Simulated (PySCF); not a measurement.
# Two-component Hartree-Fock for Ti(2+) (titanium, charge +2)

Start: [Ar] 3d1 4p1; 3d5/2 filled at m_j = +5/2; 4p3/2 filled at m_j = +3/2. Calculated with PySCF 2.14 in x2c-TZVPall-2c with one added diffuse shell each of s, p, d type (7s8p5d1f, 63 functions): generalised Hartree-Fock with the X2C-1e Hamiltonian and a Gaussian nucleus; one run each with spin-orbit coupling (SO) switched off, then screened by Boettger's factors. This is a chosen level, not necessarily the ground level.

```
spinor shell  electrons  ε, spin-free (eV)  ε, screened SO (eV)  weight of nominal j (screened SO)  rms radius, screened SO (bohr)
       1s1/2          2            -5042.1              -5042.1                              1.000                          0.0804
       2s1/2          2            -614.23              -614.24                              1.000                           0.350
       2p1/2          2            -509.90              -513.76                              0.997                           0.318
       2p3/2          4            -509.90              -508.03                              0.998                           0.321
       3s1/2          2            -102.69              -102.71                              1.000                            1.07
       3p3/2          4            -72.153              -72.528                              0.855                            1.15
       3p1/2          2            -72.153              -71.455                              0.709                            1.15
       3d5/2          1            -34.303              -34.291                              1.000                            1.44
       4p3/2          1            -17.412              -17.389                              1.000                            3.54
```

| quantity | spin-free | screened SO |
| --- | --- | --- |
| E (hartree) | -851.71368 | -851.71858 |
| M_J | 4 | 4 |
| ⟨J²⟩ | 20.005 | 20.005 |
| ⟨L²⟩ | 12.004 | 12.005 |
| ⟨S²⟩ | 2.001 | 2.001 |

Each row is a mean over spinors that exchange with the open shell spreads, by up to 5.793 eV (3p3/2).

Rows whose weight is well below 1 are mixtures of j = l ± 1/2: exchange outweighs spin-orbit coupling there, and the label is only the starting occupation.

Without spin-orbit coupling the j labels of p, d and f shells carry no meaning; the spin-free column gives the mean over the occupied spinors of each nl shell.
